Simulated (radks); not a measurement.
Results of a calculation; reference values are marked as such.
Problem. Coherent X-ray form factor from a spherical all-electron density. Code: a radial shooting solver on a logarithmic mesh with Libxc functionals. Model: Dirac Kohn-Sham, PBE, spin-unpolarised, spherical densities, finite nucleus; Fermi nuclear charge, rms radius of each element as measured or else 0.836 A^(1/3) + 0.57 fm.

sin(theta)/lambda (1/angstrom),f0 (electrons)
0.05,63.639
0.1,62.584
0.15,60.915
0.2,58.749
0.25,56.224
0.3,53.479
0.4,47.804
0.5,42.422
0.6,37.640
0.8,29.985
1,24.473
1.25,19.879
1.5,17.017
2,13.471

The species is in the configuration that NIST lists as its ground one. Which atom or ion scatters so?

Solution. The hafnium ion Hf8+, [Kr] 4d10 4f13 5s2 5p3. Extrapolating in s^2 from the first two rows gives f0(0) = 64.0, near the electron count 64; among species with that count, the fall with angle is slower the higher Z, and the table is that of Z = 72; from so few rows the species is fixed only to a neighbour or two.
